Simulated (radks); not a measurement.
Spherical quantum dot in the effective-mass picture: electrons in a hard-walled sphere of radius 9.35, all in effective atomic units (hartree* = m*/eps^2 hartree, bohr* = eps/m* bohr), one dielectric constant everywhere. Method: non-relativistic Kohn-Sham, LDA (Slater exchange, Perdew-Wang correlation), spin-polarised, spherical densities; computed with a radial shooting solver with Libxc functionals. Levels are named by radial order and angular momentum (1s, 1p, 1d, 2s, ...), and open shells are averaged over m. Results are scaled to m* = 0.08 and eps = 6.3, for which hartree* = 54.85 meV and bohr* = 4.167 nm. Each electron was tried in the lowest free levels, single moves between levels near the top were tried too, and the lowest total energy was kept; such a search can miss a lower state. At N = 1 the Hartree and exchange-correlation terms need not cancel, so that row can carry a self-interaction error.

\begin{tabular}{lrrrrrrr}
N & open shells & 2S & E (meV) & mu = E(N) - E(N-1) (meV) & addition energy mu(N+1) - mu(N) (meV) & e(HOMO) (meV) & rms radius (nm) \\ \hline
1 & 1s(up 1, down 0) & 1 & 3.09113 & 3.0911 & 8.250 & 6.5861 & 21.17 \\
2 & none & 0 & 14.4320 & 11.341 & 9.366 & 14.862 & 23.05 \\
3 & 1p(up 1, down 0) & 1 & 35.1385 & 20.707 & 6.887 & 24.121 & 24.65 \\
4 & 1p(up 2, down 0) & 2 & 62.7324 & 27.594 & 6.988 & 31.081 & 25.58 \\
5 & 1p(up 3, down 0) & 3 & 97.3139 & 34.582 & 8.360 & 38.085 & 26.24 \\
6 & 1p(up 3, down 1) & 2 & 140.255 & 42.942 & 6.765 & 46.308 & 26.75 \\
7 & 1p(up 3, down 2) & 1 & 189.962 & 49.707 & 6.831 & 53.116 & 27.17 \\
8 & none & 0 & 246.499 & 56.537 & 9.621 & 59.962 & 27.52 \\
9 & 1d(up 1, down 0) & 1 & 312.658 & 66.158 & 6.734 & 69.522 & 27.88 \\
10 & 1d(up 2, down 0) & 2 & 385.550 & 72.892 & 6.748 & 76.265 & 28.19 \\
11 & 1d(up 3, down 0) & 3 & 465.190 & 79.640 & 6.754 & 83.017 & 28.45 \\
12 & 1d(up 4, down 0) & 4 & 551.584 & 86.394 & 6.754 & 89.771 & 28.68 \\
13 & 1d(up 5, down 0) & 5 & 644.732 & 93.148 & 8.165 & 96.525 & 28.89 \\
14 & 1d(up 5, down 1) & 4 & 746.045 & 101.31 & 6.638 & 104.63 & 29.07 \\
15 & 1d(up 5, down 2) & 3 & 853.997 & 107.95 & 6.654 & 111.28 & 29.24 \\
16 & 1d(up 5, down 3) & 2 & 968.602 & 114.61 & 6.662 & 117.94 & 29.39 \\
17 & 1d(up 5, down 4) & 1 & 1089.87 & 121.27 & 6.666 & 124.60 & 29.54 \\
18 & none & 0 & 1217.80 & 127.93 & 10.10 & 131.27 & 29.67 \\
19 & 1f(up 1, down 0) & 1 & 1355.84 & 138.03 & 6.610 & 141.34 & 29.81 \\
20 & 1f(up 2, down 0) & 2 & 1500.48 & 144.64 & 6.612 & 147.95 & 29.94 \\
21 & 1f(up 3, down 0) & 3 & 1651.73 & 151.25 & 6.613 & 154.56 & 30.06 \\
22 & 1f(up 4, down 0) & 4 & 1809.60 & 157.87 & 6.613 & 161.17 & 30.17 \\
23 & 1f(up 5, down 0) & 5 & 1974.08 & 164.48 & 6.611 & 167.79 & 30.27 \\
24 & 1f(up 6, down 0) & 6 & 2145.17 & 171.09 & 6.609 & 174.40 & 30.37 \\
25 & 1f(up 7, down 0) & 7 & 2322.87 & 177.70 & 8.030 & 181.00 & 30.46 \\
26 & 1f(up 7, down 1) & 6 & 2508.60 & 185.73 & 6.545 & 189.00 & 30.55 \\
27 & 1f(up 7, down 2) & 5 & 2700.88 & 192.28 & 6.549 & 195.55 & 30.63 \\
28 & 1f(up 7, down 3) & 4 & 2899.70 & 198.82 & 6.551 & 202.10 & 30.71 \\
29 & 1f(up 7, down 4) & 3 & 3105.08 & 205.37 & 6.553 & 208.65 & 30.79 \\
30 & 1f(up 7, down 5) & 2 & 3317.00 & 211.93 & 6.553 & 215.20 & 30.86 \\
31 & 1f(up 7, down 6) & 1 & 3535.48 & 218.48 & 6.553 & 221.76 & 30.93 \\
32 & none & 0 & 3760.52 & 225.03 & 10.66 & 228.31 & 30.99 \\
33 & 1g(up 1, down 0) & 1 & 3996.22 & 235.70 & 6.518 & 238.96 & 31.06 \\
34 & 1g(up 2, down 0) & 2 & 4238.43 & 242.22 & 6.519 & 245.48 & 31.13 \\
35 & 1g(up 3, down 0) & 3 & 4487.17 & 248.73 & - & 251.99 & 31.19 \\
\end{tabular}

All shells are closed at N = 2, 8, 18, 32 (there: 1s2 1p6 1d10 1f14); the second difference of the energy has clear peaks (12 % above both neighbours; the first and last values, which can be the largest, are not judged, and half-filled shells can peak too) at N = 2, 5, 8, 13, 18, 25, 32.
